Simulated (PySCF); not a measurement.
**MH for M along the 4d metals**

PBE with triple-zeta basis sets in PySCF, for the lowest determinant that a PBE0 search found; no spin–orbit coupling. De refers to high-spin ground-configuration atoms. A positive dipole means M(−)H(+).

```tsv
M	basis	state (unpaired electrons)	Re (Å)	ωe (cm⁻¹)	De (eV)	μ (D)
Y	def2-TZVPP	singlet (closed shell)	1.916	1516	2.80	-1.67
Zr	x2c-TZVPPall	quartet (σ ↑, π ↑, δ ↑)	1.856	1571	n/a	-2.36
Nb	def2-TZVPP	quintet (σ ↑, π ↑↑, δ ↑)	1.765	1703	2.76	-2.17
Mo	def2-TZVPP	sextet (σ ↑, π ↑↑, δ ↑↑)	1.713	1774	2.53	-2.24
Tc	def2-TZVPP	quintet (σ ↑, π ↑, δ ↑↑)	1.639	1899	n/a	-2.04
Ru	def2-TZVPP	quartet (σ ↑, δ ↑↑)	1.573	2016	2.86	-1.85
Rh	x2c-TZVPPall	triplet (σ ↑, δ ↑)	1.548	2036	3.19	-1.77
Pd	def2-TZVPP	doublet (σ ↑)	1.530	2042	2.76	-1.71
Ag	x2c-TZVPPall	singlet (closed shell)	1.615	1765	2.42	-2.43
Cd	x2c-TZVPPall	doublet (σ ↑)	1.787	1335	0.78	-0.56
```

Task: By what factor does the well depth vary along the series?

Result: At PBE it runs from 0.78 eV (CdH) to 3.19 eV (RhH), a factor of 4.09.

The rows differ in basis set, which adds steps of its own.

The state changes along the series, so neighbouring rows are not always alike in their bonding.

De is left out where the level can put another filling of the metal’s s and d shells below the measured ground configuration, by anything from nothing to about 1 eV. The metal atom is held in its measured ground configuration; semilocal functionals can put another filling of s and d lower by some tenths of an eV, and De to that atom would be smaller. Spin–orbit coupling is left out. States were picked by a PBE0 search and need not be the measured ground states.
